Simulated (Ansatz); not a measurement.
CH4ClGeI, SMILES `[CH3][GeH]([Cl])[I]` at its PBE0-D4/def2-TZVP geometry, where that method's forces vanish. Charge 0, multiplicity 1. I takes the def2 core potential.

```xyz
8

C    -0.6503   -0.5713   -0.6982
Ge    0.3124    0.4871    0.6049
Cl    1.1892   -0.8521    2.0455
I     2.1627    1.7506   -0.5268
H     0.0422   -1.2549   -1.1880
H    -1.4300   -1.1423   -0.1921
H    -1.0993    0.0865   -1.4430
H    -0.5268    1.4964    1.3978
```

Q: What forces (eV/Å) does PBE-D4/def2-TZVPP give on these atoms in Ansatz? (Best estimate.)

A: Ansatz gave: 
```
C1  -0.049 -0.041 -0.053
Ge2 -0.066  0.100 -0.027
Cl3  0.129 -0.217  0.237
I4   0.194  0.143 -0.125
H5   0.133 -0.128 -0.090
H6  -0.148 -0.108  0.098
H7  -0.083  0.127 -0.141
H8  -0.110  0.125  0.101
```
